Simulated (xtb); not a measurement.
xtb input (GFN2-xTB):

```bash
xtb mol.xyz --gfn 2 --ohess tight --chrg 1 --uhf 0
```
mol.xyz:
```
8

Si    -0.85361797    -0.04500279     0.16718556
N      0.96464715     0.08443844    -0.25707203
H     -1.42832614     1.27840533    -0.05248527
H     -1.46224163    -1.03062926    -0.72478386
H     -1.01164015    -0.49598637     1.54924248
H      1.38321804     0.68528277     0.46671112
H      1.29789654    -0.87762539    -0.01004381
H      1.11264877     0.37794196    -1.14457064
```

Output:

```
           -------------------------------------------------
          |                Calculation Setup                |
           -------------------------------------------------

           -------------------------------------------------
          |                 G F N 2 - x T B                 |
           -------------------------------------------------

        Reference                      10.1021/acs.jctc.8b01176
      * Hamiltonian:
        H0-scaling (s, p, d)           1.850000    2.230000    2.230000
        zeta-weighting                 0.500000
      * Dispersion:
        s8                             2.700000
        a1                             0.520000
        a2                             5.000000
        s9                             5.000000
      * Repulsion:
        kExp                           1.500000    1.000000
        rExp                           1.000000
      * Coulomb:
        alpha                          2.000000
        third order                    shell-resolved
        anisotropic                    true
        a3                             3.000000
        a5                             4.000000
        cn-shift                       1.200000
        cn-exp                         4.000000
        max-rad                        5.000000

          ...................................................
          :                      SETUP                      :
          :.................................................:
          :  # basis functions                  20          :
          :  # atomic orbitals                  19          :
          :  # shells                           11          :
          :  # electrons                        14          :
          :  max. iterations                   250          :
          :  Hamiltonian                  GFN2-xTB          :
          :  restarted?                      false          :
          :  GBSA solvation                  false          :
          :  PC potential                    false          :
          :  electronic temp.          300.0000000     K    :
          :  accuracy                    1.0000000          :
          :  -> integral cutoff          0.2500000E+02      :
          :  -> integral neglect         0.1000000E-07      :
          :  -> SCF convergence          0.1000000E-05 Eh   :
          :  -> wf. convergence          0.1000000E-03 e    :
          :  Broyden damping             0.4000000          :
          :  net charge                          1          :
          :  unpaired electrons                  0          :
          ...................................................

 iter      E             dE          RMSdq      gap      omega  full diag
   1     -7.2882485 -0.728825E+01  0.595E+00    6.83       0.0  T
   2     -7.3696122 -0.813637E-01  0.587E+00    5.85       1.0  T
   3     -7.3718995 -0.228725E-02  0.510E+00    5.77       1.0  T
   4     -7.3742934 -0.239396E-02  0.131E+00    5.78       1.0  T
   5     -7.3744098 -0.116390E-03  0.326E-01    5.82       1.0  T
   6     -7.3744312 -0.213539E-04  0.564E-02    5.81       1.0  T
[...]
  moments of inertia/u·Å² :        0.8950168E+01   0.5060957E+02   0.5061075E+02
rotational constants/cm⁻¹ :        0.1883499E+01   0.3330918E+00   0.3330840E+00

 * 6 selected distances

     #   Z          #   Z                                           value/Å
     1  14 Si       3   1 H                                       1.4557234
     1  14 Si       4   1 H                                       1.4557958 (max)
     1  14 Si       5   1 H                                       1.4557314
     2   7 N        6   1 H                                       1.0225643
     2   7 N        7   1 H                                       1.0223987
     2   7 N        8   1 H                                       1.0223085 (min)

 * 2 distinct bonds (by element types)

   Z      Z             #   av. dist./Å        max./Å        min./Å
   1 H    7 N           3     1.0224238     1.0225643     1.0223085
   1 H   14 Si          3     1.4557502     1.4557958     1.4557234

           -------------------------------------------------
          |               Frequency Printout                |
           -------------------------------------------------
 projected vibrational frequencies (cm⁻¹)
eigval :       -0.00    -0.00     0.00     0.00     0.00     0.00
Refinement of some symmetry elements was terminated before convergence was reached.
Some symmetry elements may remain unidentified.
Molecule has the following symmetry elements: (C3) 3*(sigma)
It seems to be the C3v point group
eigval :      164.60   462.49   505.04   505.60   697.09   697.45
eigval :      733.59   733.80   772.43  1341.19  1457.75  1458.17
eigval :     2352.89  2367.72  2368.33  3318.98  3320.94  3337.61
 reduced masses (amu)
   1:  8.95   2: 10.32   3: 22.20   4: 23.71   5: 12.86   6: 12.52   7:  1.01   8: 17.88
   9:  1.86  10:  1.86  11:  1.95  12:  1.94  13:  3.80  14:  3.80  15:  2.42  16:  2.87
  17:  1.73  18:  1.73  19:  1.09  20:  2.26  21:  2.26  22:  2.05  23:  2.05  24:  1.28
 IR intensities (km·mol⁻¹)
   1: 18.01   2: 16.41   3:  7.87   4:  4.90   5: 12.06   6: 14.41   7:  0.00   8: 96.28
   9:  9.79  10:  9.77  11:  2.05  12:  2.15  13:287.16  14:286.38  15:147.34  16:254.10
  17: 67.76  18: 67.70  19:  5.70  20:195.13  21:194.62  22: 64.94  23: 64.95  24: 73.76
 Raman intensities (Ä⁴*amu⁻¹)
   1:  0.00   2:  0.00   3:  0.00   4:  0.00   5:  0.00   6:  0.00   7:  0.00   8:  0.00
   9:  0.00  10:  0.00  11:  0.00  12:  0.00  13:  0.00  14:  0.00  15:  0.00  16:  0.00
  17:  0.00  18:  0.00  19:  0.00  20:  0.00  21:  0.00  22:  0.00  23:  0.00  24:  0.00
 output can be read by thermo (or use thermo option).
 writing <g98.out> molden fake output.
 recommended (thermochemical) frequency scaling factor: 1.0
           -------------------------------------------------
          |             Thermodynamic Functions             |
           -------------------------------------------------

c3v symmetry found (for desy threshold:  0.10E+00) used in thermo

          ...................................................
          :                      SETUP                      :
          :.................................................:
          :  # frequencies                          18      :
          :  # imaginary freq.                       0      :
          :  linear?                             false      :
          :  only rotor calc.                    false      :
          :  symmetry                              c3v      :
          :  rotational number                       3      :
          :  scaling factor                  1.0000000      :
          :  rotor cutoff                   50.0000000 cm⁻¹ :
          :  imag. cutoff                  -20.0000000 cm⁻¹ :
          :.................................................:

    mode    ω/cm⁻¹     T·S(HO)/kcal·mol⁻¹    T·S(FR)/kcal·mol⁻¹   T·S(vib)
   ------------------------------------------------------------------------
       1    164.60    -0.74426 ( 99.16%)    -0.70276 (  0.84%)    -0.74391
   ------------------------------------------------------------------------

   temp. (K)  partition function   enthalpy   heat capacity  entropy
                                   cal/mol     cal/K/mol   cal/K/mol   J/K/mol
 298.15  VIB   2.87                 1159.378      9.898      5.983
         ROT  0.386E+04              888.752      2.981     19.390
         INT  0.111E+05             2048.131     12.879     25.373
         TR   0.323E+27             1481.254      4.968     37.522
         TOT                        3529.3848    17.8470    62.8951   263.1529

       T/K    H(0)-H(T)+PV         H(T)/Eh          T*S/Eh         G(T)/Eh
   ------------------------------------------------------------------------
    298.15    0.562443E-02    0.662138E-01    0.298835E-01    0.363304E-01
   ------------------------------------------------------------------------

         :::::::::::::::::::::::::::::::::::::::::::::::::::::
         ::                  THERMODYNAMIC                  ::
         :::::::::::::::::::::::::::::::::::::::::::::::::::::
         :: total free energy          -7.257336089500 Eh   ::
         ::.................................................::
         :: total energy               -7.293666461352 Eh   ::
         :: zero point energy           0.060589407727 Eh   ::
         :: G(RRHO) w/o ZPVE           -0.024259035875 Eh   ::
         :: G(RRHO) contrib.            0.036330371852 Eh   ::
         :::::::::::::::::::::::::::::::::::::::::::::::::::::

optimized geometry written to: xtbopt.xyz
Note: The following floating-point exceptions are signalling: IEEE_DENORMAL
normal termination of xtb

           -------------------------------------------------
          | TOTAL ENERGY               -7.293666461352 Eh   |
          | TOTAL ENTHALPY             -7.227452620976 Eh   |
          | TOTAL FREE ENERGY          -7.257336089500 Eh   |
          | GRADIENT NORM               0.000276074653 Eh/α |
          | HOMO-LUMO GAP               5.625295308759 eV   |
           -------------------------------------------------

------------------------------------------------------------------------
------------------------------------------------------------------------
 total:
 SCF:
 ANC optimizer:
 analytical hessian:
```

It need not be the lowest isomer of its formula.
